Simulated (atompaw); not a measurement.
# C (Z = 6) PAW (atompaw): all-electron and pseudo phase curves

C, PAW, made with atompaw 4.2.0.5 (PBE, scalar-relativistic). Core [He], reference 2s1.5 2p2.5. Waves: 2s (bound): rc 1.25 bohr; 2s channel at 4.1 Ry: rc 1.25 bohr; 2p (bound): rc 3.00 bohr; 2p channel at 0.3 Ry: rc 3.00 bohr. Local part: bessel scheme, radius 2.95 bohr. Core correction: smooth core density matched at 1.60 bohr. Augmentation charge: sinc compensation charge, radius 2.50 bohr; PAW radius 3.00 bohr; waves and projectors: custom rrkj gramschmidtortho.

The phase is arctan(r·u′/u) with u = r·R(r), unwrapped; energies in Ry, scanned from -3 to 5 Ry. A pole is an energy at which the radial function vanishes at the test radius. The pseudo phase is shifted by a multiple of π to meet the all-electron one at the reference energy, and phase errors are pseudo minus all-electron; the curves can meet again beyond the range given. Levels narrower than the energy grid can be missing from the lists of poles.

**Question.** For each channel, where are the poles, and over which energies does the pseudopotential scatter like the atom?

**Answer.**

```json
{"channel": "s", "radius (bohr)": "3.00", "reference energy (Ry)": "-1.03", "poles, all-electron": "-0.87, 3.16", "poles, pseudo": "-0.87, 3.15", "unbroken range about the reference energy with phases within 0.05 rad": "below 0.8", "phase error 1 Ry above the reference energy (rad)": "-0.004"}
{"channel": "p", "radius (bohr)": "3.00", "reference energy (Ry)": "-0.40", "poles, all-electron": "-0.19, 3.21", "poles, pseudo": "-0.19, 3.42", "unbroken range about the reference energy with phases within 0.05 rad": "below 4.2", "phase error 1 Ry above the reference energy (rad)": "+0.000"}
```

Phases in the p channel:

| E (Ry) | all-electron | pseudo |
| --- | --- | --- |
| -3.00 | 1.373 | 1.373 |
| -2.76 | 1.363 | 1.363 |
| -2.52 | 1.352 | 1.353 |
| -2.28 | 1.340 | 1.340 |
| -2.04 | 1.324 | 1.324 |
| -1.80 | 1.304 | 1.305 |
| -1.56 | 1.278 | 1.279 |
| -1.32 | 1.242 | 1.242 |
| -1.08 | 1.182 | 1.183 |
| -0.84 | 1.059 | 1.059 |
| -0.60 | 0.581 | 0.582 |
| -0.36 | -1.225 | -1.225 |
| -0.12 | -1.633 | -1.633 |
| 0.12 | -1.772 | -1.772 |
| 0.36 | -1.878 | -1.878 |
| 0.60 | -2.001 | -2.000 |
| 0.84 | -2.193 | -2.192 |
| 1.08 | -2.575 | -2.567 |
| 1.32 | -3.310 | -3.285 |
| 1.56 | -3.970 | -3.943 |
| 1.80 | -4.286 | -4.266 |
| 2.04 | -4.445 | -4.427 |
| 2.28 | -4.538 | -4.522 |
| 2.52 | -4.601 | -4.584 |
| 2.76 | -4.647 | -4.629 |
| 3.00 | -4.684 | -4.664 |
| 3.24 | -4.716 | -4.693 |
| 3.48 | -4.745 | -4.718 |
| 3.72 | -4.772 | -4.740 |
| 3.96 | -4.801 | -4.761 |
| 4.20 | -4.832 | -4.781 |
| 4.44 | -4.870 | -4.802 |
| 4.68 | -4.917 | -4.824 |
| 4.92 | -4.984 | -4.847 |
